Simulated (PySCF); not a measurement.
An unknown is described by computed data only.

Elements present: C, H, N and O. Monoisotopic mass: 147.0532 u.

* NMR, other nuclei: isotropic shieldings of nuclei other than C and H, by class: 149 (1 N), -108 (1 O), -69 (1 O), 103 (1 O), 277 (1 O) ppm [GIAO PBE0/pcSseg-1]
* Dipole: 4.47 D [PBE0/pcSseg-1]
* Rotational structure: rotational constants A, B, C: 3.201, 0.716, 0.626 GHz [GFN2-xTB]
* 1H NMR: chemical shifts (computed TMS as zero) by class: 8.25 (1 H), 5.18 (2 H), 4.74 (1 H), 3.97 (2 H), 2.24 (3 H) ppm [GIAO PBE0/pcSseg-1]
* 13C NMR: chemical shifts (computed TMS as zero) by class: 179.1 (1 C), 169.8 (1 C), 92.0 (1 C), 70.5 (1 C), 23.5 (1 C) ppm [GIAO PBE0/pcSseg-1]

Electronic properties: PySCF, gas phase, density fitting. Levels stand in brackets. Geometry: GFN2-xTB, one conformer, isolated molecule. GFN2-xTB frequencies show an imaginary mode (25i cm⁻¹), so this geometry is no minimum at that level. Each NMR value is the plain mean over a class of atoms that symmetry, rotation or inversion makes alike.

**Question.** Which formula fits the mass and the elements?

**Answer.** C5H9NO4 (calculated 147.0532). No other formula that holds each of these elements comes within 0.0003 u with a fitting electron parity and a possible valence count.

**Question.** Propose a structure and show how it fits.

**Answer.** Numbering: `[CH3:1][C:2](=[O:3])[O:4][CH2:5][O:6][CH2:7][C:8]([NH2:9])=[O:10]`. Its formula, C5H9NO4, gives 2 degrees of unsaturation: 0 rings and 2 π bonds in the structure found. 5 carbons fall into 5 classes; from least to most shielded: ester carbonyl carbon [C2] (179.1 ppm), amide carbonyl carbon [C8] (169.8 ppm), sp3 carbon bearing two oxygens [C5] (92.0 ppm), sp3 carbon bound to oxygen [C7] (70.5 ppm), methyl carbon next to a carbonyl [C1] (23.5 ppm). Hydrogen classes from least to most shielded: 1 H on an amide nitrogen, N9 (8.25 ppm), 2 H on an sp3 carbon bearing two oxygens, C5 (5.18 ppm), 1 H on an amide nitrogen, N9 (4.74 ppm), 2 H on an sp3 carbon bound to oxygen, C7 (3.97 ppm, a mean of values up to 0.8 ppm apart in this geometry), 3 H on a methyl carbon next to a carbonyl, C1 (2.24 ppm). The other shieldings belong to: 149 ppm, amide nitrogen [N9]; -108 ppm, ester carbonyl oxygen [O3]; -69 ppm, amide oxygen [O10]; 103 ppm, ester single-bonded oxygen [O4]; 277 ppm, ether oxygen [O6]. The optimised geometry has point group C1 and is an asymmetric top. Structure: `O(COCC(N)=O)C(C)=O`. The assignments are read from this structure; whether some other isomer fits the data as well wasn't checked.
